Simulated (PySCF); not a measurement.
## [Bi(OH)4]−: from a saddle point downhill

PySCF 2.14.0, RKS PBE0, Bi def2-SVP with ECP60, O def2-SVP, H def2-SVP; non-relativistic Hamiltonian with scalar-relativistic core potentials where named; density fitting; no spin-orbit coupling. Relaxed within the symmetry of its start, the geometry (S4) is

```xyz
9

Bi    0.0000    0.0000    0.0001
O     1.1279    1.5728    1.1375
H     2.0322    1.2413    1.2253
O    -1.1279   -1.5728    1.1375
H    -2.0322   -1.2413    1.2253
O     1.5721   -1.1280   -1.1379
H     1.2414   -2.0324   -1.2247
O    -1.5721    1.1280   -1.1379
H    -1.2414    2.0324   -1.2247
```

and its lowest harmonic modes are -107, -85, -85, 58, 90, 147 cm⁻¹ (negative: unstable). It was moved along the lowest mode and relaxed again, within the group C2 that the move left.

(1) Where does it end, and how much lower?

(2) How do the contacts change?

(3) Is the end a minimum?

State: singlet.

## Answers

(1) In C2, 1.337 eV lower, after 30 steps:
```xyz
9

Bi    0.0000    0.0000    0.9494
O     1.2170    1.7413    0.2848
H     1.7397    1.3005   -0.3998
O    -1.2170   -1.7413    0.2848
H    -1.7397   -1.3005   -0.3998
O     1.3695   -1.0266   -0.3317
H     0.7377   -1.7261   -0.5712
O    -1.3695    1.0266   -0.3317
H    -0.7377    1.7261   -0.5712
```

(2) 
```json
{"contact": "Bi1–O2 (OH)", "saddle (Å)": "2.245", "end (Å)": "2.226"}
{"contact": "Bi1–O4 (OH)", "saddle (Å)": "2.245", "end (Å)": "2.226"}
{"contact": "Bi1–O6 (OH)", "saddle (Å)": "2.245", "end (Å)": "2.138"}
{"contact": "Bi1–O8 (OH)", "saddle (Å)": "2.245", "end (Å)": "2.138"}
```


(3) Yes; lowest modes 86, 154, 182, 186, 214, 416 cm⁻¹.
